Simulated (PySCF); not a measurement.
Molecule: SMILES B[n+]1ccccc1, [C$_{5}$H$_{7}$BN]+.

Bonds (- single, = double, # triple, : aromatic): B1-N2, N2:C3, C3:C4, C4:C5, C5:C6, C6:C7, C7:N2. B1 carries H8, H9; C3 carries H10; C4 carries H11; C5 carries H12; C6 carries H13; C7 carries H14. Formal charges: N2 +1.

Total charge +1.

Frames of a GFN2-xTB Langevin trajectory at 600 K; GIAO PBE0/pcSseg-1 shieldings in PySCF 2.14, gas phase, non-relativistic; equivalent atoms averaged within each frame.

References, each an isolated molecule treated in the same way: BF3·OEt2 for $^{11}$B (100.07 ppm); NH3 for $^{15}$N (267.73 ppm); $^{13}$C (186.93 ppm), $^{1}$H (31.72 ppm) vs TMS. The references are static minima.

Task: How do the shifts (ppm) fluctuate along the trajectory?

Result: 
```tsv
time (fs)	B1	N2	C5	C3/C7	C4/C6	H10/H14	H12	H11/H13	H8/H9
250	68.8	252.3	172.3	161.7	132.3	9.35	9.31	8.88	7.38
425	70.5	257.9	171.1	157.8	140.9	9.57	10.32	9.21	7.10
625	66.5	262.1	169.3	166.0	136.6	9.48	10.38	8.78	7.06
800	72.8	253.0	172.4	159.5	139.5	9.36	10.68	8.56	7.70
1000	71.6	267.0	163.9	158.6	135.4	8.94	10.36	9.11	7.00
mean of frames	70.0	258.5	169.8	160.7	137.0	9.34	10.21	8.91	7.25
standard deviation	2.4	6.2	3.5	3.3	3.4	0.24	0.52	0.26	0.29
```

5 frames give an uncertainty of the mean of about the standard deviation over 2.2 at best, since frames this close in time may not be independent; classical motion lacks zero-point vibration, and the reference would need the same averaging.
